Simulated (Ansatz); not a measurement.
Program: Ansatz. Geometries: PBE0-D4/def2-TZVP. ΔE: electronic, gas phase. CBS: MP2 limit from def2 TZ/QZ plus the TZ coupled-cluster correction, frozen cores. This one scheme is used for every species. DFT in def2-TZVPP. For Br, Ga outer-core shells are correlated without core-valence functions, which leaves a few kJ/mol of doubt a bond. Scalar relativity is left out up to krypton. Each species was taken in one conformer, which may not be the lowest.

`[F][Ga]([Br])[Br]` + H₂O → `[OH][Ga]([F])[Br]` + HBr  (formal hydrolysis of a Ga–Br bond)

CCSD(T)/CBS gives +68.3 kJ/mol.

Task: Another level gave +67.9 kJ/mol. Which?
A. PBE0-D4/def2-TZVPP
B. r2SCANh-D4/def2-TZVPP
C. B2PLYP/def2-TZVPP
D. RPA@PBE/def2-TZVPP

Result: B. r2SCANh-D4 67.9, B2PLYP 63.0, RPA@PBE/def2-TZVPP 57.4, PBE0-D4 72.4 kJ/mol.

Largest T1 diagnostic among the species: 0.012.

From PBE to PBE0 (25 % exact exchange), in def2-TZVPP and without D4, ΔE moves by +5.9 kJ/mol. The D4 term adds +3.4 kJ/mol with B3LYP and +1.8 kJ/mol with PBE0; it sums over pairs of atoms, weighted by their polarisabilities, and B3LYP, whose exchange is more repulsive, gets the larger term.

B3LYP here is the variant with VWN-RPA as its local correlation; programs differ in this.
